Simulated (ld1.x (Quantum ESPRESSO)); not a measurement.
**u(r) = r·R(r): atom against pseudo-atom (phosphorus)**

Columns: radius, all-electron u(r) and pseudo u(r) of the 3p shell (level -9.66 eV) of phosphorus in the configuration [Ne] 3s2 3p2.5; PBE, scalar-relativistic, TM scheme, ld1.x (Quantum ESPRESSO) 7.5.

| r (bohr) | all-electron | pseudo |
| --- | --- | --- |
| 0.078 | 0.0981 | -0.0097 |
| 0.155 | 0.2259 | -0.0365 |
| 0.232 | 0.2987 | -0.0752 |
| 0.310 | 0.3103 | -0.1194 |
| 0.388 | 0.2733 | -0.1614 |
| 0.465 | 0.2053 | -0.1958 |
| 0.542 | 0.1194 | -0.2223 |
| 0.620 | 0.0240 | -0.2434 |
| 0.698 | -0.0730 | -0.2633 |
| 0.775 | -0.1656 | -0.2869 |
| 0.852 | -0.2525 | -0.3185 |
| 0.930 | -0.3329 | -0.3608 |
| 1.008 | -0.4049 | -0.4128 |
| 1.085 | -0.4676 | -0.4686 |
| 1.162 | -0.5222 | -0.5222 |
| 1.240 | -0.5694 | -0.5694 |
| 1.318 | -0.6087 | -0.6087 |
| 1.395 | -0.6401 | -0.6401 |
| 1.472 | -0.6646 | -0.6646 |
| 1.550 | -0.6830 | -0.6830 |
| 1.628 | -0.6956 | -0.6956 |
| 1.705 | -0.7029 | -0.7029 |
| 1.782 | -0.7057 | -0.7057 |
| 1.860 | -0.7044 | -0.7044 |
| 1.938 | -0.6996 | -0.6996 |
| 2.015 | -0.6918 | -0.6918 |

Q: How many radial nodes do the two functions have?

A: The all-electron 3p function has n − l − 1 = 1; the pseudo-wave has 0, since the states of the same l below it are removed with the core.

Q: At about which radius was the pseudo-wave matched?

A: 1.20 bohr, where the columns begin to agree (steps of 0.08 bohr).

Q: Where does each function peak?

A: Outermost all-electron maximum near 1.78 bohr, pseudo maximum near 1.78 bohr (to the table’s step).

Q: Is the pseudo-wave norm-conserving?

A: Yes: the TM scheme keeps the norm inside the radius equal to the all-electron one, which fixes the energy derivative of the logarithmic derivative at the level.
